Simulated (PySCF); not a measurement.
# Diatomic cations of B with group 15

PBE with triple-zeta basis sets in PySCF, for the lowest determinant that a PBE0 search found; no spin–orbit coupling. De refers to high-spin ground-configuration atoms (the charge goes to the atom of lower measured ionisation energy or higher electron affinity, which is not always the lowest computed limit). A positive dipole points towards B; it is taken about the centre of mass and depends on that origin.

```csv
M,basis,charged atom,state (unpaired electrons),Re (Å),ωe (cm⁻¹),De (eV),μ (D)
N,cc-pVTZ,B+,"quartet (σ ↑, π ↑↑)",1.456,1112,2.57,2.61
P,def2-TZVPPD,B+,"quartet (σ ↑, π ↑↑)",1.867,746,3.26,1.40
As,def2-TZVPPD,B+,"quartet (σ ↑, π ↑↑)",1.988,618,3.22,2.22
```

The shortest bond is that of BN⁺ (1.456 Å), the longest that of BAs⁺ (1.988 Å).

The rows differ in basis set, which adds steps of its own.

Down a group the atoms grow and get heavier, so bonds lengthen and wavenumbers fall; this series shows no clear exception.

Spin–orbit coupling is left out. For an ion De counts to the pair picked by the measured ionisation energies or electron affinities, which need not be the lowest pair at this level. States were picked by a PBE0 search and need not be the measured ground states.
